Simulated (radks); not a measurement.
Species: the zirconium ion Zr2+. Configuration: [Kr] 4d2.

Calculated with a radial shooting solver on a logarithmic mesh with Libxc functionals: scalar-relativistic Kohn-Sham, PBEsol, spin-polarised, spherical densities, point nucleus; open shells are filled with parallel spins first (spin-orbit coupling, left out, can overturn this in heavy ions).

Energy parts (Ry):
part                        energy
total                  -7191.54755
kinetic                 7393.96730
electron-nucleus      -17280.68695
Hartree                 2918.22991
exchange-correlation    -223.05781

Orbitals (lengths in bohr, moments of r in powers of bohr; r(max) is where P^2 peaks):
orbital  occ.  eigenvalue (Ry)   r(max)      <r^4>
1s up       1        -1310.332  0.02415  8.885e-06
1s down     1        -1310.333  0.02415  8.885e-06
2s up       1        -182.4891   0.1370   0.001677
2s down     1        -182.4768   0.1370   0.001677
2p up       3        -162.8852   0.1095   0.001203
2p down     3        -162.8762   0.1095   0.001203
3s up       1        -30.77741   0.4084    0.09081
3s down     1        -30.77029   0.4085    0.09076
3p up       3        -24.39322   0.4024     0.1022
3p down     3        -24.38535   0.4024     0.1021
3d up       5        -13.90771   0.3472     0.1220
3d down     5        -13.89581   0.3472     0.1216
4s up       1         -5.09893    1.079      4.267
4s down     1         -5.01906    1.076      4.170
4p up       3         -3.48471    1.182      7.305
4p down     3         -3.39055    1.176      7.118
4d up       2         -1.31725    1.572      40.65
4d down     0         -1.20019    1.552      41.75

The highest occupied level is 4d up at -17.922 eV. The density falls to 0.001 e/bohr^3 at r = 3.62 bohr. Summed over all electrons, <r^2> = 30.21 bohr^2, which gives a Langevin (diamagnetic) susceptibility term of -23.9 x 10^-6 cm^3/mol. Spin moment in Bohr magnetons: 2.
